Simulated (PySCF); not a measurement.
C4H7, SMILES C=C([CH2])C, multiplicity 2.

Coordinates come from a PBE-D3(BJ)/def2-SVP optimisation. The isomer is the one that the SMILES or the coordinates give; other isomers of the formula were not compared.

Method: PBE-D3(BJ)/def2-SVP (PySCF).

Harmonic, unscaled wavenumbers; measured fundamentals usually lie a few per cent lower.

A small imaginary wavenumber (i) marks a very flat motion, where grid noise or a shallow saddle decides the sign.

| mode | ν (cm⁻¹) | IR (km/mol) | moving atoms (share of kinetic energy) |
|---|---|---|---|
| 1 | 27i | 0.5 | H 95 % |
| 2 | 400 | 0.2 | C 58 %, H 42 % |
| 3 | 420 | 1.1 | C 55 %, H 45 % |
| 4 | 471 | 14.0 | C 59 %, H 41 % |
| 5 | 520 | 1.5 | H 99 % |
| 6 | 535 | 0.2 | H 98 % |
| 7 | 735 | 0.6 | H 75 %, C 25 % |
| 8 | 767 | 58.1 | H 64 %, C 36 % |
| 9 | 847 | 0.9 | C 73 %, H 27 % |
| 10 | 925 | 0.7 | H 81 %, C 19 % |
| 11 | 990 | 0.5 | H 63 %, C 37 % |
| 12 | 1000 | 2.9 | H 62 %, C 38 % |
| 13 | 1008 | 0.5 | H 59 %, C 41 % |
| 14 | 1310 | 2.2 | H 59 %, C 41 % |
| 15 | 1314 | 1.1 | H 70 %, C 30 % |
| 16 | 1356 | 3.9 | H 60 %, C 40 % |
| 17 | 1403 | 12.2 | H 94 % |
| 18 | 1415 | 6.9 | H 93 % |
| 19 | 1448 | 0.0 | C 50 %, H 50 % |
| 20 | 1476 | 10.3 | C 56 %, H 44 % |
| 21 | 2973 | 16.6 | H 97 % |
| 22 | 3053 | 10.2 | H 91 %, C 9 % |
| 23 | 3075 | 1.5 | H 95 % |
| 24 | 3078 | 15.6 | H 91 %, C 9 % |
| 25 | 3082 | 3.4 | H 95 % |
| 26 | 3185 | 2.9 | H 89 %, C 11 % |
| 27 | 3186 | 12.0 | H 89 %, C 11 % |
